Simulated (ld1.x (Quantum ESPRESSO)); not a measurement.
**An all-electron radial function and its pseudo partner (Hf (Z = 72))**

Columns: radius, all-electron u(r) and pseudo u(r) of the 5s shell (level -73.99 eV) of hafnium in the configuration [Kr] 4d10 4f14 5s2 5p6 5d2 6s1 6p0; PBEsol, scalar-relativistic, PAW scheme, ld1.x (Quantum ESPRESSO) 7.5.

| r (bohr) | all-electron | pseudo |
| --- | --- | --- |
| 0.158 | 0.4051 | 0.2197 |
| 0.315 | -0.4849 | 0.4221 |
| 0.473 | -0.3676 | 0.5954 |
| 0.630 | 0.3493 | 0.7265 |
| 0.788 | 0.8799 | 0.8101 |
| 0.945 | 1.0941 | 0.8432 |
| 1.102 | 1.0899 | 0.8296 |
| 1.260 | 0.9713 | 0.7756 |
| 1.418 | 0.8109 | 0.6918 |
| 1.575 | 0.6502 | 0.5906 |
| 1.732 | 0.5069 | 0.4835 |
| 1.890 | 0.3866 | 0.3804 |
| 2.047 | 0.2911 | 0.2904 |
| 2.205 | 0.2164 | 0.2164 |
| 2.362 | 0.1597 | 0.1597 |
| 2.520 | 0.1169 | 0.1169 |
| 2.678 | 0.0851 | 0.0851 |
| 2.835 | 0.0618 | 0.0618 |
| 2.992 | 0.0447 | 0.0447 |
| 3.150 | 0.0322 | 0.0322 |
| 3.308 | 0.0231 | 0.0231 |
| 3.465 | 0.0166 | 0.0166 |
| 3.622 | 0.0119 | 0.0119 |
| 3.780 | 0.0085 | 0.0085 |
| 3.938 | 0.0060 | 0.0060 |
| 4.095 | 0.0043 | 0.0043 |

How many radial nodes do the two functions have?

The all-electron 5s function has n − l − 1 = 4 (the table is too coarse to show those close to the nucleus); the pseudo-wave has 0, since the states of the same l below it are removed with the core.

At about which radius was the pseudo-wave matched?

2.35 bohr, where the columns begin to agree (steps of 0.16 bohr).

Is the pseudo-wave norm-conserving?

No, it belongs to a PAW set: the norm inside the radius is not constrained, and the difference is carried by the augmentation charge.
